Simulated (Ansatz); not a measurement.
`C#C[SiH2][SiH2]C` + H₂O → `C[SiH2][SiH2]O` + acetylene  (formal hydrolysis of the Si–C bond)

Program: Ansatz. Geometries: PBE0-D4/def2-TZVP. ΔE: electronic, gas phase. CCSD(T)/CBS is the MP2 limit (def2-TZVPP, def2-QZVPP) plus CCSD(T) − MP2 in def2-TZVPP, frozen cores. This one scheme is used for every species. Functionals use def2-TZVPP. One conformer a species, not always the lowest.

| level | ΔE (kJ/mol) |
| --- | --- |
| PBE-D4 | -29.7 |
| PBE0-D4 | -31.4 |
| ωB97X-V | -41.0 |
| ωB97M-V | -40.5 |
| PBE | -32.9 |
| PBE0 | -34.4 |
| HF/CBS(def2) | -52.8 |
| MP2/CBS(def2) | -32.6 |

Q: What does CCSD(T)/CBS give? (An estimate is asked.)

A: The calculation gave: -35.5 kJ/mol. The listed levels differ from it by 5.8, 4.1, -5.5, -5.0, 2.6, 1.1, -17.3, 2.9 kJ/mol.

Largest T1 diagnostic among the species: 0.013.

The D4 term adds +5.1 kJ/mol with B3LYP and +3.0 kJ/mol with PBE0; it sums over pairs of atoms, weighted by their polarisabilities, and B3LYP, whose exchange is more repulsive, gets the larger term. In def2-TZVPP, CCSD(T) changes the Hartree–Fock value by +15.6 kJ/mol (the triples alone add +3.0 kJ/mol) and MP2 by +18.4 kJ/mol.

B3LYP here is the variant with VWN-RPA as its local correlation; programs differ in this.
